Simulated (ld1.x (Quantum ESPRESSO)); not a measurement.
## Reading a pseudo-wave (S (Z = 16))

Columns: radius, all-electron u(r) and pseudo u(r) of the 3s shell (level -22.24 eV) of sulfur in the configuration [Ne] 3s2 3p3.5; PBE, scalar-relativistic, ultrasoft scheme, ld1.x (Quantum ESPRESSO) 7.5.

| r (bohr) | all-electron | pseudo |
| --- | --- | --- |
| 0.070 | 0.1972 | 0.0447 |
| 0.140 | -0.0432 | 0.0899 |
| 0.210 | -0.2745 | 0.1361 |
| 0.280 | -0.3951 | 0.1838 |
| 0.350 | -0.4074 | 0.2332 |
| 0.420 | -0.3406 | 0.2843 |
| 0.490 | -0.2249 | 0.3371 |
| 0.560 | -0.0842 | 0.3913 |
| 0.630 | 0.0640 | 0.4464 |
| 0.700 | 0.2083 | 0.5017 |
| 0.770 | 0.3415 | 0.5564 |
| 0.840 | 0.4597 | 0.6094 |
| 0.910 | 0.5612 | 0.6598 |
| 0.980 | 0.6459 | 0.7063 |
| 1.050 | 0.7144 | 0.7480 |
| 1.120 | 0.7675 | 0.7838 |
| 1.190 | 0.8064 | 0.8127 |
| 1.260 | 0.8324 | 0.8340 |
| 1.330 | 0.8470 | 0.8472 |
| 1.400 | 0.8519 | 0.8519 |
| 1.470 | 0.8483 | 0.8483 |
| 1.540 | 0.8378 | 0.8378 |
| 1.610 | 0.8216 | 0.8216 |
| 1.680 | 0.8006 | 0.8006 |
| 1.750 | 0.7761 | 0.7761 |
| 1.820 | 0.7489 | 0.7489 |

Q: How many radial nodes do the two functions have?

A: The all-electron 3s function has n − l − 1 = 2; the pseudo-wave has 0, since the states of the same l below it are removed with the core.

Q: At about which radius was the pseudo-wave matched?

A: 1.40 bohr, where the columns begin to agree (steps of 0.07 bohr).

Q: Is the pseudo-wave norm-conserving?

A: No, it belongs to an ultrasoft set: the norm inside the radius is not constrained, and the difference is carried by the augmentation charge.
